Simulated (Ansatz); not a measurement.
System: AgCl, charge 0, multiplicity 3. The spin state was set by rule; other spins were not relaxed. 
Geometry from a B3LYP-D3(BJ)/def2-TZVP (Ansatz, a program for electronic structure) optimisation:
```xyz
2

Ag     0.0000     0.0000    -0.6711
Cl     0.0000     0.0000     1.8553
```
Charge 0, spin multiplicity 3.

Dipole moments at this geometry, in debye (magnitudes).

```
level               program  dipole (D)
------------------  -------  ----------
SVWN5/def2-TZVPD     Ansatz        0.52
PBE/def2-TZVPD       Ansatz        0.55
BLYP/def2-TZVPD      Ansatz        0.54
revPBE/def2-TZVPD    Ansatz        0.59
B97M-V/def2-TZVPD    Ansatz        0.84
PBE0/def2-TZVPD      Ansatz        0.59
BHLYP/def2-TZVPD     Ansatz        0.34
r2SCAN0/def2-TZVPD   Ansatz        0.66
CCSD(T)/def2-SVPD    Ansatz        1.97
```
